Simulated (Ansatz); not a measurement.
Reaction (ligand exchange at the Si–O bond): `N[SiH2]O[SiH](N)F` + `O[SiH3]` → `N[SiH2]O[SiH3]` + `N[SiH](O)F`

Isolated molecules relaxed with PBE0-D4/def2-TZVP in Ansatz; ΔE leaves out vibrations. CBS: MP2 limit from def2 TZ/QZ plus the TZ coupled-cluster correction, frozen cores. This one scheme is used for every species. DFT in def2-TZVPP. One conformer a species, not always the lowest.

`N[SiH2]O[SiH](N)F`:

```xyz
13

N    -0.517   -0.671   -1.710
Si    1.083   -0.612   -1.087
O     1.176    0.288    0.275
Si    0.282    0.871    1.496
N    -1.276    0.222    1.379
F     0.321    2.465    1.375
H    -0.979   -1.560   -1.814
H    -0.832   -0.011   -2.402
H     2.010    0.020   -2.055
H     1.474   -2.008   -0.775
H     0.894    0.578    2.805
H    -1.998    0.419    2.051
H    -1.638   -0.002    0.463
```

`O[SiH3]`:

```xyz
6

O     0.648    0.410   -1.027
Si   -0.247   -0.239    0.194
H     1.180    1.182   -0.830
H     0.610   -0.690    1.325
H    -0.955   -1.400   -0.393
H    -1.236    0.737    0.731
```

`N[SiH2]O[SiH3]`:

Cartesian coordinates in Å:
```
N -0.632 0.932 2.071
Si 0.389 0.064 1.022
O -0.172 -0.061 -0.513
Si 0.048 -0.595 -2.038
H -0.694 1.936 2.027
H -1.479 0.525 2.430
H 1.688 0.778 0.971
H 0.524 -1.309 1.566
H 0.161 -2.077 -2.060
H -1.120 -0.181 -2.855
H 1.286 -0.012 -2.621
```

`N[SiH](O)F`:

Z-matrix (Å, degrees):
```
Si
O 1 1.629
F 1 1.596 2 112.6
N 1 1.699 2 110.7 3 116.3
H 1 1.474 2 104.5 3 -115.6
H 2 0.959 1 117.0 3 -71.5
H 4 1.007 1 120.5 2 -153.1
H 4 1.006 1 121.6 2 56.5
```

(1) Is it downhill or uphill in electronic energy at CCSD(T)/CBS, and by how much? (Estimate.)

(2) What do these levels give: ωB97X-V, B2PLYP, MP2/def2-TZVPP, MP2/def2-QZVPP, HF/CBS(def2), MP2/CBS(def2)? (An estimate is asked.)

Largest T1 diagnostic among the species: 0.011.

## Answers

(1) The calculation gave: Nearly level: ΔE = +0.1 kcal/mol.

(2) The calculation gave: ωB97X-V 0.2, B2PLYP -0.5, MP2/def2-TZVPP 0.0, MP2/def2-QZVPP 0.0, HF/CBS(def2) -1.3, MP2/CBS(def2) 0.1 kcal/mol.

The D4 term adds +1.3 kcal/mol with B3LYP and +0.7 kcal/mol with PBE0; it sums over pairs of atoms, weighted by their polarisabilities, and B3LYP, whose exchange is more repulsive, gets the larger term. In def2-TZVPP, CCSD(T) changes the Hartree–Fock value by +1.3 kcal/mol (the triples alone add +0.2 kcal/mol) and MP2 by +1.2 kcal/mol.

B3LYP here is the variant with VWN-RPA as its local correlation; programs differ in this.
